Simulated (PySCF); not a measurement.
# Working out the ionisation energy of S(2+)

S(2+) [Ne] 3s2 3p2 (3P) → S(3+) [Ne] 3s2 3p1 (2P). Computed with PySCF 2.14 in cc-pV(D+d)Z, with the non-relativistic Hamiltonian (point nucleus). Frozen: [Ne]. Energies in hartree (1 hartree = 27.21139 eV):

```json
{"part": "UHF", "S(2+) (lower)": "-396.323044", "S(3+) (upper)": "-395.068820"}
{"part": "CCSD correlation", "S(2+) (lower)": "-0.077257", "S(3+) (upper)": "-0.064021"}
{"part": "(T)", "S(2+) (lower)": "-0.000941", "S(3+) (upper)": "-0.000619"}
```

Problem. What does Hartree-Fock give?

Solution. (-395.068820) − (-396.323044) = 1.254224 hartree = 34.129 eV.

Problem. What do CCSD and CCSD(T) give?

Solution. The CCSD correlation energies differ by 0.013236 hartree = 0.360 eV and the triples by 0.000322 hartree = 0.009 eV, so CCSD gives 34.489 eV and CCSD(T) 34.498 eV.

Reference: 34.86 ± 0.04 eV (semi-empirical (NIST evaluation); NIST Atomic Spectra Database, ionization energies), between the lowest levels; spin-orbit coupling is absent from the calculation.

What remains against the reference includes basis incompleteness, the frozen core and higher excitations.
